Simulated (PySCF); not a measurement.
C₂F₃O (SMILES O=[C]C(F)(F)F), doublet (typed; the unrestricted solution is spin-contaminated), geometry from GFN2-xTB; MP2/STO-3G (PySCF).

PySCF was given this input:
```python
from pyscf import gto, scf, mp

mol = gto.M(
    atom='''
O     2.11266698   -0.03819987   -0.03852455
C     1.08986429   -0.50654037    0.29602905
C    -0.34111089   -0.01722593    0.02420795
F    -0.38109944    1.16630353   -0.60493613
F    -1.01273776    0.11577451    1.16522583
F    -0.98325794   -0.89894506   -0.73953699
''',
    basis='sto-3g',
    spin=1,
    verbose=4,
)

mf = scf.UHF(mol)
mf.kernel()

pt = mp.MP2(mf)
pt.kernel()
print('E(MP2) = %.10f' % pt.e_tot)
```

What the program printed (banner, timings and long lists left out):

```
PySCF version 2.14.0

[INPUT] verbose = 4
[INPUT] num. atoms = 6
[INPUT] num. electrons = 47
[INPUT] charge = 0
[INPUT] spin (= nelec alpha-beta = 2S) = 1
[INPUT] symmetry False subgroup None
[INPUT] Mole.unit = angstrom
[INPUT] Symbol           X                Y                Z      unit          X                Y                Z       unit  Magmom
[INPUT]  1 O      2.112666980000  -0.038199870000  -0.038524550000 AA    3.992361984612  -0.072187292294  -0.072800848572 Bohr   0.0
[INPUT]  2 C      1.089864290000  -0.506540370000   0.296029050000 AA    2.059545021044  -0.957222570336   0.559413829415 Bohr   0.0
[INPUT]  3 C     -0.341110890000  -0.017225930000   0.024207950000 AA   -0.644606160207  -0.032552289941   0.045746395537 Bohr   0.0
[INPUT]  4 F     -0.381099440000   1.166303530000  -0.604936130000 AA   -0.720173567825   2.203994249813  -1.143163608554 Bohr   0.0
[INPUT]  5 F     -1.012737760000   0.115774510000   1.165225830000 AA   -1.913797002406   0.218782116106   2.201957691969 Bohr   0.0
[INPUT]  6 F     -0.983257940000  -0.898945060000  -0.739536990000 AA   -1.858088216404  -1.698759964431  -1.397522370085 Bohr   0.0

nuclear repulsion = 240.877392080851
number of shells = 18
number of NR pGTOs = 90
number of NR cGTOs = 30
basis = sto-3g
ecp = {}

******** <class 'pyscf.scf.uhf.UHF'> ********
method = UHF
initial guess = minao
damping factor = 0
level_shift factor = 0
DIIS = <class 'pyscf.scf.diis.CDIIS'>
diis_start_cycle = 1
diis_space = 8
diis_damp = 0
SCF conv_tol = 1e-09
SCF conv_tol_grad = None
SCF max_cycles = 50
direct_scf = True
direct_scf_tol = 1e-13
number electrons alpha = 24  beta = 23
Set gradient conv threshold to 3.16228e-05
init E= -443.715562384106

cycle= 1 E= -442.385246895079  delta_E= 1.33  |g|= 0.665  |ddm|= 2.51
cycle= 2 E= -442.586355968397  delta_E= -0.201  |g|= 0.441  |ddm|=  1.2
cycle= 3 E= -442.684791959431  delta_E= -0.0984  |g|= 0.0726  |ddm|= 0.512
cycle= 4 E= -442.689242110534  delta_E= -0.00445  |g|= 0.0242  |ddm|= 0.111
cycle= 5 E= -442.690214708374  delta_E= -0.000973  |g|= 0.00731  |ddm|= 0.0787
cycle= 6 E= -442.690370517336  delta_E= -0.000156  |g|= 0.00577  |ddm|= 0.0228
cycle= 7 E= -442.690528990025  delta_E= -0.000158  |g|= 0.00522  |ddm|= 0.0236
cycle= 8 E= -442.69073719916  delta_E= -0.000208  |g|= 0.00496  |ddm|= 0.032
cycle= 9 E= -442.691016204837  delta_E= -0.000279  |g|= 0.00481  |ddm|= 0.0438
cycle= 10 E= -442.691550096091  delta_E= -0.000534  |g|= 0.00457  |ddm|= 0.0881
cycle= 11 E= -442.691863684063  delta_E= -0.000314  |g|= 0.00896  |ddm|= 0.357
cycle= 12 E= -442.691380453583  delta_E= 0.000483  |g|= 0.00636  |ddm|= 0.384
cycle= 13 E= -442.692143584988  delta_E= -0.000763  |g|= 0.00345  |ddm|= 0.145
cycle= 14 E= -442.692317969725  delta_E= -0.000174  |g|= 0.00269  |ddm|= 0.162
cycle= 15 E= -442.692386859049  delta_E= -6.89e-05  |g|= 0.000276  |ddm|= 0.0586
cycle= 16 E= -442.692387565868  delta_E= -7.07e-07  |g|= 0.000221  |ddm|= 0.0126
cycle= 17 E= -442.692388194198  delta_E= -6.28e-07  |g|= 1.19e-05  |ddm|= 0.00506
cycle= 18 E= -442.692388189501  delta_E= 4.7e-09  |g|= 2.02e-05  |ddm|= 0.000471
cycle= 19 E= -442.692388194329  delta_E= -4.83e-09  |g|= 3.02e-06  |ddm|= 0.00039
cycle= 20 E= -442.692388194416  delta_E= -8.64e-11  |g|= 9.01e-07  |ddm|= 5.56e-05
Extra cycle  E= -442.692388194418  delta_E= -1.82e-12  |g|= 7.42e-07  |ddm|= 2.33e-06
converged SCF energy = -442.692388194418  <S^2> = 0.89829402  2S+1 = 2.1431696

******** <class 'pyscf.mp.ump2.UMP2'> ********
nocc = (np.int64(24), np.int64(23)), nmo = (30, 30)
E(UMP2) = -442.884375782578  E_corr = -0.191987588160865
E(SCS-UMP2) = -442.887241356477  E_corr = -0.194853162059335
E_corr(same-spin) = -0.0409983966158116
E_corr(oppo-spin) = -0.150989191545054
E(MP2) = -442.8843757826
```
